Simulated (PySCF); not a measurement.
C₂H₇NSi, SMILES C1NC[SiH2]1. Atoms are numbered in the order given.

```xyz
11

C     -0.4438     0.1252    -1.1607
N     -1.2480    -0.2691     0.0000
C     -0.4438     0.1252     1.1607
Si     1.0537    -0.0399     0.0000
H     -0.5517    -0.5423    -2.0309
H     -0.5924     1.1719    -1.5025
H     -2.2168     0.0442     0.0000
H     -0.5924     1.1719     1.5025
H     -0.5517    -0.5423     2.0309
H      2.1097     1.0190     0.0000
H      1.7051    -1.3828     0.0000
```

The structure is a stationary point at PBE0-D3(BJ)/def2-SVP.

Computed with TDA-PBE/def2-SVPD (PySCF 2.14.0).

Vertical excitations.  State labels are in the subgroup Cs.

```csv
state,symmetry,energy (eV),λ (nm),f,main pairs
S1,A",4.55,273,0.001,HOMO→LUMO 100 %
S2,A',5.16,240,0.008,HOMO→LUMO+1 98 %
S3,A',5.50,225,0.002,HOMO→LUMO+2 99 %
S4,A',6.00,207,0.003,HOMO→LUMO+3 96 %
S5,A',6.36,195,0.007,HOMO→LUMO+4 96 %
S6,A',6.64,187,0.039,HOMO→LUMO+5 97 %
S7,A",6.65,186,0.002,HOMO→LUMO+6 100 %
S8,A",6.80,182,0.016,HOMO−2→LUMO 93 %
S9,A',6.98,178,0.101,HOMO−1→LUMO 89 %
S10,A",7.12,174,0.044,HOMO−1→LUMO+1 93 %
T1,A",4.49,276,0,HOMO→LUMO 100 %
T2,A',4.92,252,0,HOMO→LUMO+1 99 %
T3,A',5.37,231,0,HOMO→LUMO+2 99 %
T4,A',5.81,213,0,HOMO→LUMO+3 99 %
```
Triplets are in the Tamm–Dancoff approximation.
